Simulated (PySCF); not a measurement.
**Radial density of V (vanadium, neutral)**

LDA, [Ar] 3d3 4s2, high-spin 4F determinant. All numbers are calculated (PySCF 2.14, the non-relativistic Hamiltonian (point nucleus), in pcseg-2 (6s4p3d2f1g, 56 functions)).

```
r (bohr)  4πr²ρ (e/bohr)  4πr²(ρα − ρβ)
 0.00130          0.1643         0.0000
 0.00219          0.4465         0.0000
 0.00369           1.179         0.0001
 0.00620           2.972         0.0002
  0.0104           6.922         0.0005
  0.0175           14.14         0.0010
  0.0295           23.25         0.0015
  0.0496           27.21         0.0017
  0.0835           22.02         0.0039
   0.140           23.46         0.0284
   0.236           29.17         0.1757
   0.397           13.63         0.7734
   0.668           10.56         1.8388
    1.12           8.757         1.8684
    1.89           2.099         0.8609
    3.18          0.8340         0.1682
    5.35          0.1663        -0.0109
    8.99        0.003723        -0.0008
```

(1) Where is the radial spin density 4πr²(ρα − ρβ) most negative, and why is it negative at all?

Results:

(1) Around r = 5.35 bohr, down to -0.0109 e/bohr: exchange with the open shell polarises the paired shells in an unrestricted calculation.
